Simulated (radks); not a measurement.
Species: Ta V. Configuration: [Xe] 4f14 5d1 (the NIST ground configuration).

Calculated with a radial shooting solver on a logarithmic mesh with Libxc functionals: scalar-relativistic Kohn-Sham, MS2 meta-GGA, spin-unpolarised, spherical densities, finite nucleus; meta-GGA in the generalised Kohn-Sham scheme; Fermi nuclear charge, rms radius 5.3507 fm.

Energy parts (eV):
total: -424464.32
kinetic: 466258.00
electron-nucleus: -1045307.11
Hartree: 163098.05
exchange-correlation: -8513.25

Orbitals (lengths in bohr, moments of r in powers of bohr; r(max) is where P^2 peaks):
1s: occ. 2; eigenvalue (eV) -67439.74; <r^4> 6.202e-07; r(max) 0.01167
2s: occ. 2; eigenvalue (eV) -11631.47; <r^4> 0.00009370; r(max) 0.06680
2p: occ. 6; eigenvalue (eV) -10193.39; <r^4> 0.00007329; r(max) 0.05478
3s: occ. 2; eigenvalue (eV) -2702.661; <r^4> 0.003448; r(max) 0.1884
3p: occ. 6; eigenvalue (eV) -2273.351; <r^4> 0.003707; r(max) 0.1864
3d: occ. 10; eigenvalue (eV) -1773.480; <r^4> 0.002879; r(max) 0.1521
4s: occ. 2; eigenvalue (eV) -587.3687; <r^4> 0.08155; r(max) 0.4290
4p: occ. 6; eigenvalue (eV) -446.3275; <r^4> 0.1087; r(max) 0.4496
4d: occ. 10; eigenvalue (eV) -265.7640; <r^4> 0.1626; r(max) 0.4616
5s: occ. 2; eigenvalue (eV) -115.0075; <r^4> 2.609; r(max) 0.9867
5p: occ. 6; eigenvalue (eV) -80.7415; <r^4> 4.840; r(max) 1.117
4f: occ. 14; eigenvalue (eV) -66.9589; <r^4> 0.6208; r(max) 0.4415
5d: occ. 1; eigenvalue (eV) -41.0573; <r^4> 18.78; r(max) 1.451
6s: occ. 0; eigenvalue (eV) -36.4022; <r^4> 70.64; r(max) 2.347
6p: occ. 0; eigenvalue (eV) -28.1496; <r^4> 136.6; r(max) 2.779

The highest occupied level is 5d at -41.057 eV. The electron density at the nucleus is 1.394e+06 e/bohr^3 (large components only). The density falls to 0.001 e/bohr^3 at r = 3.06 bohr. For comparison, the ionisation energy in NIST's Atomic Spectra Database is 48.27 eV (semi-empirical). In exact Kohn-Sham theory the highest level is minus the ionisation energy, but local and semilocal functionals leave it too shallow, through self-interaction and a potential that decays too fast; potentials with the right tail come closer.

Beside tabulated values, note that spin-unpolarised runs miss the spin-polarisation part of the exchange energy of open shells.
